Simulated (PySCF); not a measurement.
A GIAO shielding run with PySCF 2.14 (density fitting, non-relativistic, gas phase) on `CSCC1(S)C[SiH2]C1`, C₅H₁₂S₂Si:

```
$ OMP_NUM_THREADS=1 python probes_run.py task.json out

{"job": {"kind": "nmr", "xc": "PBE0", "basis": "pcSseg-1"}, "charge": 0, "multiplicity": 1}
C      3.231818     0.094802     0.213867
S      1.559593     0.798587     0.258466
C      0.656021    -0.656156    -0.387383
C     -0.845599    -0.468375    -0.328454
S     -1.601065    -1.983939    -1.074612
C     -1.376677    -0.182438     1.086175
Si    -1.856934     1.599087     0.578972
C     -1.336154     0.785643    -1.071353
H      3.481300    -0.190204    -0.804540
H      3.285421    -0.765256     0.876422
H      3.907080     0.870501     0.558393
H      0.977319    -0.812419    -1.419868
H      0.960955    -1.514397     0.217720
H     -1.233328    -2.818991    -0.103471
H     -0.621008    -0.316376     1.857132
H     -2.224320    -0.816912     1.338084
H     -0.977070     2.650776     1.069108
H     -3.276890     1.916617     0.708255
H     -2.160194     0.555966    -1.744349
H     -0.555418     1.264162    -1.657634
```

Hardware: 1 thread of an Arm Neoverse N1, shared host. The job also computes population analyses, field gradients, ring-centre shieldings.

Problem. How large is the calculation?

Solution. 88 electrons, 217 basis functions and 1194 auxiliary functions.

Problem. How long does it take, and how much memory does it need?

Solution. 86 s of wall time, with 14 SCF cycles and 5 response iterations; peak memory 0.9 GiB. Times on a shared host scatter by some tens of per cent.
